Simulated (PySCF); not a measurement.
Working out the excitation energy of Ba

Ba [Xe] 6s2 (1S) → Ba [Xe] 5d1 6s1 (3D). Calculation: PySCF 2.14, in def2-QZVPPD with the def2 core potential (46 electrons); scalar relativity through the core potential. Frozen: nothing. Energies in hartree (1 hartree = 27.21139 eV):

| part | Ba (lower) | Ba (upper) |
| --- | --- | --- |
| UHF | -25.095222 | -25.065708 |
| MP2 opposite-spin | -0.144861 | -0.127213 |
| MP2 same-spin | -0.047191 | -0.048309 |

**Question.** What does Hartree-Fock give?

**Answer.** (-25.065708) − (-25.095222) = 0.029514 hartree = 0.803 eV.

**Question.** What do MP2 and SCS-MP2 (6/5 opposite-spin, 1/3 same-spin) give?

**Answer.** The opposite-spin parts differ by 0.480 eV and the same-spin parts by -0.030 eV. MP2: 0.803 + (0.480) + (-0.030) = 1.253 eV. SCS-MP2: 0.803 + 1.2 × (0.480) + (-0.030)/3 = 1.369 eV.

Measured between the centres of the two terms (NIST): 1.160 eV, so MP2 (valence and next inner shell) is off by 0.093 eV.

What remains against the reference includes basis incompleteness and correlation beyond second order.
